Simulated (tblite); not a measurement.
C3H4N3S (charge -1).
Cartesian coordinates in Å at the GFN2-xTB level; atoms count from 1:
```xyz
11
C3H4N3S angstrom
C      2.1059   -0.0733   -0.1007
S      0.8729    1.2567   -0.2779
C     -0.5979    0.2824   -0.1231
C     -1.9215    0.6953   -0.1823
N     -2.6681   -0.4025   -0.0045
N     -1.8427   -1.4177    0.1523
N     -0.5826   -1.0416    0.0869
H      1.5291   -0.9780    0.0818
H      2.6837   -0.1521   -1.0190
H      2.7600    0.1566    0.7371
H     -2.3334    1.6768   -0.3367
```

All values are computed: GFN2-xTB (tblite) harmonic vibrations without scaling, gas phase. This tight-binding method is rough: wavenumbers can miss measured ones by several per cent, in bad cases by 10 to 20. One conformer, not necessarily the lowest.

Harmonic wavenumbers (cm⁻¹): 28.0, 114.5, 190.3, 240.2, 326.4, 471.3, 630.2, 692.7, 725.5, 777.0, 951.3, 952.3, 965.8, 979.8, 1068.3, 1184.5, 1208.9, 1290.5, 1302.8, 1387.9, 1408.5, 1445.6, 1460.3, 2983.4, 3002.3, 3012.8, 3095.1.

A = 6176, B = 1611, C = 1288 MHz; mass 114.013 u (most abundant isotopes); point group Cs, symmetry number 1.

Zero-point energy?

Half the sum of the wavenumbers: 15948 cm⁻¹ = 45.60 kcal/mol.

What is S at 500 K and 1 bar for an ideal gas of classical rigid rotors and harmonic oscillators?

Translation 42.70, rotation 29.16, vibration 28.57: S = 100.4 cal/(mol K).

And Cp and H(500 K) − H(0)?

Cp = 35.70 cal/(mol K), of which vibrations give 27.75 (their classical limit is 27 R = 53.7); H(500 K) − H(0) = 11.07 kcal/mol without the zero-point energy, 7.09 from vibrations.

Which modes carry the vibrational entropy at 500 K?

28.0 cm⁻¹: 6.99; 114.5 cm⁻¹: 4.20; 190.3 cm⁻¹: 3.21; 240.2 cm⁻¹: 2.76; 326.4 cm⁻¹: 2.18; 471.3 cm⁻¹: 1.53 cal/(mol K); the other 21 give 7.69 together.

Blend soft modes into free rotors: weight 1/[1 + (100 cm⁻¹/ν̃)⁴] for the oscillator and the rest for a rotor with moment μB/(μ + B), μ = h/(8π²ν), B = 10⁻⁴⁴ kg m². What vibrational entropy results?

25.83 cal/(mol K) in place of 28.57, which changes −T·S at 500 K by +1.37 kcal/mol.

Hindered rotation and anharmonicity are outside this model. Other conformers, if any are populated, would add a mixing term that is left out.
